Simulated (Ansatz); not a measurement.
C2H7NOSi can be A, `C[SiH2]C(N)=O`, or B, `C[Si@H]1O[C@@H]1N`.

Gas-phase electronic energies from Ansatz, PBE0-D4/def2-TZVP geometries. CCSD(T)/CBS adds triple-zeta CCSD(T) − MP2 to the extrapolated MP2 energy (def2 sets, frozen cores). DFT in def2-TZVPP. Each species was taken in one conformer, which may not be the lowest.

A:

Z-matrix (Å, degrees):
```
C
Si 1 1.861
H 1 1.092 2 108.9
H 1 1.092 2 111.4 3 -120.0
H 1 1.092 2 110.9 3 119.0
C 2 1.924 1 107.8 3 -50.7
H 2 1.493 1 112.2 3 -172.3
H 2 1.486 1 111.8 3 66.1
O 6 1.219 2 118.4 1 44.0
N 6 1.354 2 119.1 1 -136.8
H 10 1.004 6 121.5 2 2.0
H 10 1.009 6 119.2 2 -178.7
```

B:

```xyz
12

C     2.0599    0.2687    0.6050
Si    0.5373   -0.0511   -0.3992
O    -0.4198   -1.3481   -0.0298
C    -1.1611   -0.0447    0.2328
N    -2.3257    0.1944   -0.5061
H     2.4281    1.2837    0.4336
H     2.8545   -0.4267    0.3202
H     1.8563    0.1424    1.6696
H     0.7574    0.2015   -1.8470
H    -1.3370    0.0373    1.3041
H    -3.0716   -0.4517   -0.2781
H    -2.1783    0.1942   -1.5051
```

(1) Which is lower in electronic energy at CCSD(T)/CBS, and by how much? (An estimate is asked.)

(2) Give E(B) − E(A) in kcal/mol with PBE-D4, B2PLYP, CCSD(T)/def2-TZVPP, MP2/def2-TZVPP, BLYP-D4, LDA (SPW92), PBE0-D4. (Best estimate.)

(3) Does the order hold for the free energy at 298.15 K (harmonic terms from PBE0-D4)? (Best estimate.)

Largest T1 diagnostic: 0.015.

Answers

(1) Ansatz gave: A, by 11.5 kcal/mol.

(2) Ansatz gave: PBE-D4 14.0, B2PLYP 14.2, CCSD(T)/def2-TZVPP 12.5, MP2/def2-TZVPP 10.9, BLYP-D4 16.8, LDA (SPW92) 10.9, PBE0-D4 13.1. None reverses the order clearly.

(3) Computed: Yes: G(B) − G(A) = +14.6 kcal/mol, for one conformer each. Modes under 60 cm⁻¹, often nearly free rotors, make the harmonic entropy too high.

Leaving LDA and LC-ωPBE aside and taking each functional with its dispersion term where it has one, the values, not all of them listed here, spread over 5.0 kcal/mol, from PBE-QIDH to BLYP-D4. LDA lies −3.0 kcal/mol from PBE without D4. At CCSD(T), def2-SVP lies +9.5 kcal/mol from the extrapolated value and def2-TZVPP +1.0 kcal/mol.
